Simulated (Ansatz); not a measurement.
This triplet is an excited state, 0.30 eV above the relaxed singlet at the level frozen-core CCSD(T)/cc-pVTZ // PBE0-D3(BJ)/def2-SVP (Ansatz, a program for electronic structure).

Computed with PBE0-D3(BJ)/def2-SVP (Ansatz). No frequencies were computed at this level.

Ansatz 0.2 input:
```yaml
crystal:
  periodic: [false, false, false]
  atoms:
    - { symbol: B, position_ang: [1.888187, 0.262521, 0.436325] }
    - { symbol: Si, position_ang: [0.341899, -0.809608, 0.31431] }
    - { symbol: C, position_ang: [-1.467098, -0.258343, -0.017916] }
    - { symbol: H, position_ang: [2.941751, -0.213127, 0.645597] }
    - { symbol: H, position_ang: [1.811035, 1.429555, 0.30233] }
    - { symbol: H, position_ang: [-2.099596, -0.407767, 0.855359] }
    - { symbol: H, position_ang: [-1.498755, 0.802221, -0.269094] }
    - { symbol: H, position_ang: [-1.917419, -0.805449, -0.843605] }
basis:
  gaussian: { orbitals: def2-svp }
hamiltonian:
  xc: pbe0
  dispersion: d3bj
relax:
  max_steps: 150
magnetization:
  spin_polarized: true
  initial_magnetization: 2
```

Output:

```
Functional definition: PBE0
772 factors; integrals over basis functions are off by at most 4.4e-4 eV
mean field evaluation 1: about -9654.1692 eV, gradient 3.1e1 eV
mean field evaluation 2: about -9653.0356 eV, gradient 3.3e1 eV
mean field evaluation 4: about -9660.0140 eV, gradient 8.1e-1 eV
mean field evaluation 8: about -9660.0301 eV, gradient 4.3e-2 eV
mean field evaluation 16: about -9660.0302 eV, gradient 1.7e-5 eV
mean field -9660.03015597 eV, -354.9995604282 hartree, gradient 1.7e-5 eV, S^2 2.003136; 0 other end points of the search recorded, 0 dependent functions left out
reference -9660.03018314 eV, -354.9995614269 hartree; 16, 14 occupied and 55, 57 virtual orbitals, 772 factors
relax step   1: F+E_penalty+E_count = -9660.14936240 eV  Δ(F+E_penalty+E_count) = +0.000e0 eV  max|allowed force component| = 1.235e0 eV/Å  Δτ_max = 0.0000 Å  (28 SCF iters, accepted)
these checks for a lower state are left out or cut short: starts, cluster_reference, orbital_swaps, neighbouring_geometries, increment
772 factors; integrals over basis functions are off by at most 4.9e-4 eV
mean field -9660.09902843 eV, -355.0020914445 hartree, gradient 2.6e-5 eV, S^2 2.003125; 0 other end points of the search recorded, 0 dependent functions left out
reference -9660.09905559 eV, -355.0020924426 hartree; 16, 14 occupied and 55, 57 virtual orbitals, 772 factors
relax step   2: F+E_penalty+E_count = -9660.21875698 eV  Δ(F+E_penalty+E_count) = -6.939e-2 eV  max|allowed force component| = 5.263e-1 eV/Å  Δτ_max = 0.0531 Å  (32 SCF iters, accepted)
these checks for a lower state are left out or cut short: starts, cluster_reference, orbital_swaps, neighbouring_geometries, increment
772 factors; integrals over basis functions are off by at most 5.2e-4 eV
mean field -9660.10897737 eV, -355.0024570614 hartree, gradient 2.5e-5 eV, S^2 2.003163; 0 other end points of the search recorded, 0 dependent functions left out
reference -9660.10900454 eV, -355.0024580598 hartree; 16, 14 occupied and 55, 57 virtual orbitals, 772 factors
relax step   3: F+E_penalty+E_count = -9660.22870781 eV  Δ(F+E_penalty+E_count) = -9.951e-3 eV  max|allowed force component| = 5.145e-2 eV/Å  Δτ_max = 0.0246 Å  (32 SCF iters, accepted)
these checks for a lower state are left out or cut short: starts, cluster_reference, orbital_swaps, neighbouring_geometries, increment
772 factors; integrals over basis functions are off by at most 5.1e-4 eV
mean field evaluation 32: about -9660.0995 eV, gradient 3.2e-1 eV
mean field -9660.10943903 eV, -355.0024740269 hartree, gradient 9.1e-6 eV, S^2 2.003154; 0 other end points of the search recorded, 0 dependent functions left out
reference -9660.10946618 eV, -355.0024750247 hartree; 16, 14 occupied and 55, 57 virtual orbitals, 772 factors
relax step   4: F+E_penalty+E_count = -9660.22936538 eV  Δ(F+E_penalty+E_count) = -6.576e-4 eV  max|allowed force component| = 1.974e-2 eV/Å  Δτ_max = 0.0190 Å  (26 SCF iters, accepted)
these checks for a lower state are left out or cut short: starts, cluster_reference, orbital_swaps, neighbouring_geometries, increment
772 factors; integrals over basis functions are off by at most 5.1e-4 eV
mean field -9660.10952614 eV, -355.0024772284 hartree, gradient 6.4e-6 eV, S^2 2.003153; 0 other end points of the search recorded, 0 dependent functions left out
reference -9660.10955327 eV, -355.0024782253 hartree; 16, 14 occupied and 55, 57 virtual orbitals, 772 factors
relax step   5: F+E_penalty+E_count = -9660.22960391 eV  Δ(F+E_penalty+E_count) = -2.385e-4 eV  max|allowed force component| = 2.594e-2 eV/Å  Δτ_max = 0.0206 Å  (26 SCF iters, accepted)
these checks for a lower state are left out or cut short: starts, cluster_reference, orbital_swaps, neighbouring_geometries, increment
772 factors; integrals over basis functions are off by at most 5.1e-4 eV
mean field -9660.10950039 eV, -355.0024762818 hartree, gradient 2.0e-5 eV, S^2 2.003153; 0 other end points of the search recorded, 0 dependent functions left out
reference -9660.10952752 eV, -355.0024772789 hartree; 16, 14 occupied and 55, 57 virtual orbitals, 772 factors
relax step   6: F+E_penalty+E_count = -9660.22956984 eV  Δ(F+E_penalty+E_count) = +3.407e-5 eV  max|allowed force component| = 3.031e-2 eV/Å  Δτ_max = 0.0065 Å  (25 SCF iters, rejected (line search))
these checks for a lower state are left out or cut short: starts, cluster_reference, orbital_swaps, neighbouring_geometries, increment
772 factors; integrals over basis functions are off by at most 5.1e-4 eV
mean field -9660.10959901 eV, -355.0024799062 hartree, gradient 1.7e-5 eV, S^2 2.003153; 0 other end points of the search recorded, 0 dependent functions left out
reference -9660.10962614 eV, -355.0024809031 hartree; 16, 14 occupied and 55, 57 virtual orbitals, 772 factors
relax step   7: F+E_penalty+E_count = -9660.22967899 eV  Δ(F+E_penalty+E_count) = -7.508e-5 eV  max|allowed force component| = 7.751e-3 eV/Å  Δτ_max = 0.0032 Å  (25 SCF iters, accepted)
772 factors; integrals over basis functions are off by at most 5.1e-4 eV
mean field evaluation 64: about -9660.1092 eV, gradient 1.4e-1 eV
mean field -9660.10959901 eV, -355.0024799062 hartree, gradient 1.7e-5 eV, S^2 2.003153; 1 other end points of the search recorded, 0 dependent functions left out
reference -9660.10962614 eV, -355.0024809031 hartree; 16, 14 occupied and 55, 57 virtual orbitals, 772 factors
Total energy: -9660.22970612 eV, -355.0068937611 hartree
Atom 0 at     1.869904     0.254978     0.432271 Å, force    -0.000212    -0.003767     0.000240 eV/Å
Atom 1 at     0.305358    -0.882113     0.321605 Å, force     0.003283     0.000996     0.004765 eV/Å
Atom 2 at    -1.442539    -0.252036    -0.013742 Å, force    -0.007751     0.000789    -0.002231 eV/Å
Atom 3 at     2.962361    -0.204425     0.656675 Å, force     0.001447     0.002907    -0.001924 eV/Å
Atom 4 at     1.707384     1.445129     0.267905 Å, force    -0.000909    -0.000783    -0.000199 eV/Å
Atom 5 at    -2.088618    -0.401739     0.865986 Å, force     0.000157    -0.001347     0.000036 eV/Å
Atom 6 at    -1.410184     0.824761    -0.247327 Å, force     0.003776     0.000737     0.000981 eV/Å
Atom 7 at    -1.903663    -0.784552    -0.860066 Å, force     0.000209     0.000468    -0.001667 eV/Å
Dipole moment:    -0.393017    -0.052044    -0.053222 e Å
```

Cost: around 24 core-seconds (rough).
